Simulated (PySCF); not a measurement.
Si(AsH2)2(F)(H) (As2FH5Si), SMILES F[SiH]([AsH2])[AsH2]. Atoms are numbered in the order given.

```xyz
9

Si     0.3661    -0.8002     0.2178
F      0.7690    -1.8006    -1.0286
As    -1.9920    -0.4493     0.1479
As     1.5977     1.2198    -0.0794
H      0.6914    -1.5321     1.4935
H     -1.8646     0.4473     1.3973
H     -1.8324     0.7653    -0.7879
H      1.1024     1.6914     1.3031
H      2.8687     0.6066     0.5431
```

Geometry optimised at PBE-D3(BJ)/def2-SVP.

Two levels are set side by side: PBE/pcSseg-1 (PySCF) and HF/pcSseg-1 (PySCF). GIAO shifts against AsH3 (⁷⁵As), CFCl3 (¹⁹F), TMS (²⁹Si), TMS (¹H) at the same level; non-relativistic, no solvent, atoms listed together averaged. Differences are taken from unrounded values.

```csv
quantity,PBE
δ(²⁹Si) of Si1 (ppm),68.2
δ(¹⁹F) of F2 (ppm),-227.1
δ(¹H) of H5 (ppm),7.54
```

These are the PBE values. What does HF give? (The exact figures need the calculation; the answer reports its results.)


```tsv
quantity	HF	PBE minus HF
δ(²⁹Si) of Si1 (ppm)	43.9	24.3
δ(¹⁹F) of F2 (ppm)	-169.6	-57.5
δ(¹H) of H5 (ppm)	6.45	1.09
```

Rough cost on one machine, each run with all the roots and properties that it gave: HF against PBE within a factor of 2.
